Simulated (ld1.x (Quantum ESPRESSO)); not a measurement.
## Ag (Z = 47), TM: configuration errors across variants

```
Element                 : Ag
Generator               : ld1.x (Quantum ESPRESSO) 7.5
Type                    : norm-conserving Troullier–Martins (Kleinman–Bylander form)
Functional              : PBE
Relativity              : scalar-relativistic
Frozen core             : [Ar] 3d10
Valence charge          : 19
Reference configuration : 4s2 4p6 4d9.5 5s0 5p0 (charge +1.5)
Partial waves           : 4s (bound): rc 0.85 bohr; 4p (bound): rc 1.15 bohr; 4d (bound): rc 1.60 bohr
Local potential         : the d channel
Core correction         : a·sin(br)/r model core inside 0.80 bohr
```

All-electron excitation energies from the reference (eV): (1) 4s2 4p6 4d10 5s1 5p0 -17.157; (2) 4s2 4p6 4d10 5s0 5p0 -9.399; (3) 4s2 4p6 4d9 5s0 5p0 12.715; (4) 4s2 4p6 4d9 5s1 5p1 -8.584; (5) 4s2 4p6 4d9 5s2 5p0 -13.080; (6) 4s2 4p6 4d9 5s1 5p0 -4.005; (7) 4s2 4p6 4d8 5s0 5p0 48.908.

1 further variants failed, have other tests or too few solved ones, and are left out.

Errors AE − PS in meV (a dash: test not solved or not reliable):

| change | (1) | (2) | (3) | (4) | (5) | (6) | (7) | bound ghosts |
| --- | --- | --- | --- | --- | --- | --- | --- | --- |
| base | -3.5 | +0.3 | -1.5 | -1.4 | -3.1 | -0.4 | -6.6 | none |
| wave 4s (bound): rc 0.85 bohr becomes 4s (bound): rc 1.06 bohr | +24 | +0.3 | -1.5 | +37 | +67 | +45 | -6.6 | none |
| wave 4d (bound): rc 1.60 bohr becomes 4d (bound): rc 2.22 bohr | -54 | -5.6 | -6.4 | -93 | +30 | +62 | -32 | none |
| all radii but the core radius scaled by about 1.22 (s 1.04, p 1.40, d 1.94 bohr) | -23 | -2.2 | -3.9 | -27 | +2.4 | +16 | -23 | none |
| core correction a·sin(br)/r model core inside 0.70 bohr | -3.4 | +0.4 | -1.4 | -1.2 | -3.0 | -0.3 | -6.4 | none |

(1) Give the same row for: wave 4p (bound): rc 1.15 bohr becomes 4p (bound): rc 0.88 bohr.

Results:

(1) -3.5, +0.3, -1.5, -5.1, -3.0, -0.3, -6.8; bound ghosts: none.
